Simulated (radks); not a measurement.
Results of a calculation; reference values are marked as such.
Spherical jellium clusters: N electrons in a uniform positive sphere of charge N and radius rs N^(1/3), rs = 3.62 bohr. Level of theory: non-relativistic Kohn-Sham, LDA (Slater exchange, Perdew-Wang correlation), spin-polarised, spherical densities (a radial shooting solver with Libxc functionals). Levels are named by radial order and angular momentum (1s, 1p, 1d, 2s, ...), and open shells are averaged over m.

N = 16, configuration 1s2 1p6 1d(up 5, down 3). This is the lowest configuration that the search found. Occupied and some empty levels:

level,occupation,eigenvalue (eV),<r> (bohr)
1s up,1,-5.7145,5.589
1s down,1,-5.5670,5.492
1p up,3,-4.5880,6.801
1p down,3,-4.4021,6.789
1d up,5,-3.2423,7.708
1d down,3,-3.0525,7.748
2s up,0,-2.7847,6.736
2s down,0,-2.6900,6.817
1f up,0,-1.7418,8.618
1f down,0,-1.5687,8.714
2p up,0,-1.2668,8.904
2p down,0,-1.1777,9.037

Energy (eV): total -28.2451, kinetic 33.401, external -898.67, Hartree 441.67, exchange-correlation -62.855, background 458.21.

Electron density:

r (bohr),n(r) (e/bohr^3)
1.04,0.002790
2.16,0.003429
3.28,0.004426
4.40,0.005468
5.51,0.005999
6.63,0.005475
7.75,0.003900
8.87,0.002078
9.99,0.0008574
11.1,0.0003047
12.2,0.00009860
13.3,0.00003031
14.5,9.032e-06
